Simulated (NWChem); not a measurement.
System: C6H5 cation

The following NWChem deck was run.

```
start job
memory heap 200 mb stack 700 mb global 900 mb
charge 1
geometry units angstroms noautosym nocenter noautoz
  C      0.000000     0.000000    -1.177452
  C      1.274221     0.000000    -0.811626
  C      1.212394     0.000000     0.616703
  C      0.000000     0.000000     1.302732
  C     -1.212394     0.000000     0.616703
  C     -1.274221     0.000000    -0.811626
  H      2.198687     0.000000    -1.393397
  H      2.179461     0.000000     1.132709
  H      0.000000     0.000000     2.394598
  H     -2.179461     0.000000     1.132709
  H     -2.198687     0.000000    -1.393397
end
basis spherical
  C library pcsseg-1
  H library pcsseg-1
end
dft
  xc bhlyp
  iterations 150
end
property
  shielding 7 1 2 3 4 7 8 9
end
task dft property
```

Structure relaxed at the PBE0/def2-SVP level.

GIAO values for the isolated, static molecule; σ is the absolute isotropic shielding, δ = σ(reference) − σ with the isolated reference molecule computed at the same levels (13C: tetramethylsilane, 1H: tetramethylsilane).

Atoms are numbered as in the input.

Task: Give the results of this calculation. (BHandHLYP/pcSseg-1, GIAO.) Quantities: δ C1 (ppm); δ C2 (ppm); δ C3 (ppm); δ C4 (ppm); δ H7 (ppm); δ H8 (ppm); δ H9 (ppm).

Result: δ C1 (ppm): 344.4
δ C2 (ppm): 101.1
δ C3 (ppm): 156.3
δ C4 (ppm): 141.1
δ H7 (ppm): 8.59
δ H8 (ppm): 8.42
δ H9 (ppm): 8.33
